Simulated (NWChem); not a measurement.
Lowest excitation of silylarsine (H$_{5}$AsSi)

```xyz
7

Si     1.5569    -0.2999     0.0000
As    -0.7829     0.2106     0.0000
H      2.1686     0.3168     1.2132
H      2.1686     0.3168    -1.2132
H      1.8473    -1.7633     0.0000
H     -1.0721    -0.8105     1.1036
H     -1.0721    -0.8105    -1.1036
```
Charge 0, spin multiplicity 1.

All runs are NWChem calculations. All single points use one geometry, from B3LYP/def2-SVP, a minimum by its harmonic frequencies.

Basis set: def2-SVP. CR-EOMCCSD(T) is the triples correction to the same EOM-CCSD root.

The Hamiltonian is non-relativistic. The correlated methods keep 14 core orbitals frozen. B3LYP has NWChem's definition, with VWN1-RPA local correlation. No row is a measurement; the coupled-cluster row has its own basis-set and correlation limits.

Order these methods by the lowest vertical singlet excitation energy they give, lowest first: EOM-CCSD, TD-PBE0, TD-PBE, CR-EOMCCSD(T), CIS.

TD-PBE (6.49 eV), TD-PBE0 (6.72 eV), CR-EOMCCSD(T) (6.87 eV), EOM-CCSD (6.99 eV), CIS (7.15 eV)
